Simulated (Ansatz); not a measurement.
# Telling isomers of C3H9ClSi apart by their spectra

These gas-phase data were calculated for one isomer of C3H9ClSi at B3LYP-D3(BJ)/def2-SVP (harmonic, unscaled wavenumbers; equilibrium rotational constants with average atomic masses):

| Property | Result |
| --- | --- |
| rotational constants | 3.1, 2.132, 2.132 GHz |
| all wavenumbers above 1500 cm⁻¹ | 3131, 3131, 3131, 3120, 3118, 3118, 3031, 3029, 3029 |

Candidates:

(1) `CC[Si@H](C)Cl`, a singlet
(2) `C[Si](C)(C)Cl`, a singlet

Question: Which candidate do the data belong to?

Answer: Candidate (2). No mode falls between 2000 and 2380 cm⁻¹, where the Si–H stretch of (1) would stand.

The same quantities for all candidates:

|  | rotational constants (GHz) | wavenumbers above 1500 cm⁻¹ | E above the lowest, B3LYP-D3(BJ)/def2-SVP (kcal/mol) |
| --- | --- | --- | --- |
| (1) | 3.202, 2.353, 1.487 | 3134, 3122, 3117, 3104, 3065, 3032, 3029, 3017, 2224 | 12.0 |
| (2) | 3.1, 2.132, 2.132 | 3131, 3131, 3131, 3120, 3118, 3118, 3031, 3029, 3029 | 0.0 |

Each candidate is one conformer. Programs: Ansatz 0.2.0.
